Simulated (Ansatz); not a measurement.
Harmonic frequencies (cm⁻¹) at PBE0-D4/def2-TZVP from Ansatz: 270, 275, 358, 413, 524, 758, 776, 860, 898, 1187, 1433, 2786.

(1) Which molecule is it?
A. `O=COCO`
B. `ClC1(Cl)BO1`
C. `C#COCF`
D. `BrB1BC1`

Answers

(1) B.
